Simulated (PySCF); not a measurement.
## Charge on either side of a bond

C4H13F2NSi2.
Atom-mapped SMILES: `[CH3:1][CH:2]([CH3:3])[C:4]([F:5])([F:6])[SiH2:7][SiH2:8][NH2:9]` (hydrogens: H10, H11, H12 on C1; H13 on C2; H14, H15, H16 on C3; H17, H18 on Si7; H19, H20 on Si8; H21, H22 on N9)

Geometry (GFN2-xTB, Å), atoms numbered from 1 in this order:
```
atom  x, y, z in Å
C1    -2.153   -1.232   -0.784
C2    -1.792    0.231   -0.553
C3    -2.888    0.940    0.244
C4    -0.446    0.345    0.157
F5    -0.144    1.689    0.298
F6    -0.563   -0.099    1.457
Si7    1.115   -0.512   -0.614
Si8    2.962    0.391    0.438
N9     4.293   -0.264   -0.446
H10   -2.155   -1.770    0.162
H11   -1.441   -1.706   -1.455
H12   -3.145   -1.303   -1.222
H13   -1.665    0.733   -1.518
H14   -3.026    0.450    1.205
H15   -3.828    0.912   -0.303
H16   -2.618    1.979    0.421
H17    0.950   -0.273   -2.060
H18    0.868   -1.946   -0.415
H19    3.182   -0.101    1.802
H20    2.934    1.865    0.500
H21    5.220   -0.153   -0.069
H22    4.329   -0.157   -1.447
```

Atomic charges (e) from the PBE0/pcSseg-1 density (PySCF):

```
atom  Mulliken      IAO  Hirshfeld  ESP-fitted
  C1   -0.2383  -0.4200    -0.1189     -0.5673
  C2   -0.3592  -0.1191    -0.0398     +0.4624
  C3   -0.2203  -0.4228    -0.1263     -0.5314
  C4   +0.2830  +0.3235    +0.1005     +0.0151
  F5   -0.3197  -0.3206    -0.1044     -0.1893
  F6   -0.3143  -0.3152    -0.1014     -0.1730
 Si7   +0.2854  +0.3948    +0.2226     +0.1297
 Si8   +0.5098  +0.6422    +0.2882     +0.6026
  N9   -0.6338  -0.8415    -0.3219     -1.0303
 H10   +0.1227  +0.1467    +0.0388     +0.1517
 H11   +0.1338  +0.1380    +0.0374     +0.1290
 H12   +0.1201  +0.1457    +0.0457     +0.1490
 H13   +0.1323  +0.1420    +0.0401     -0.0128
 H14   +0.1182  +0.1462    +0.0359     +0.1529
 H15   +0.1151  +0.1407    +0.0426     +0.1243
 H16   +0.1268  +0.1507    +0.0358     +0.1380
 H17   -0.0540  -0.1021    -0.0730     -0.0466
 H18   -0.0339  -0.0936    -0.0687     -0.0376
 H19   -0.0764  -0.1122    -0.0741     -0.0956
 H20   -0.0850  -0.1424    -0.0895     -0.1465
 H21   +0.1951  +0.2616    +0.1177     +0.3930
 H22   +0.1925  +0.2575    +0.1130     +0.3827
```

Task: Cut each of the bonds C1–C2, C2–C4, Si7–C4, Si8–Si7 and N9–Si8 in turn and sum the charges on the side of the atom named first.

Result: In e; the other side holds the opposite charge:

| bond cut | piece | atoms | Mulliken | IAO | Hirshfeld | ESP-fitted |
| --- | --- | --- | --- | --- | --- | --- |
| C1–C2 | CH3 | 4 | +0.138 | +0.010 | +0.003 | -0.138 |
| C2–C4 | C3H7 | 10 | +0.051 | +0.048 | -0.009 | +0.196 |
| Si7–C4 | Si2NH6 | 9 | +0.300 | +0.264 | +0.114 | +0.151 |
| Si8–Si7 | SiNH4 | 6 | +0.102 | +0.065 | +0.033 | +0.106 |
| N9–Si8 | NH2 | 3 | -0.246 | -0.322 | -0.091 | -0.255 |

Extremes among these pieces. Mulliken: lowest NH2 at N9, highest Si2NH6 at Si7; IAO: lowest NH2 at N9, highest Si2NH6 at Si7; Hirshfeld: lowest NH2 at N9, highest Si2NH6 at Si7; ESP-fitted: lowest NH2 at N9, highest C3H7 at C2.

Task: Do the schemes agree better on the pieces than on the single atoms at the cuts?

Result: The spread between schemes averages 0.194 e for the pieces and 0.520 e for the atoms named first; it is smaller for the piece at 5 of the 5 cuts. On average they agree better on the pieces. The sign differs between schemes (beyond ±0.03 e) for CH3 at C1.

One conformer (not necessarily the lowest) at the GFN2-xTB geometry, without solvent, vibrations or thermal averaging.
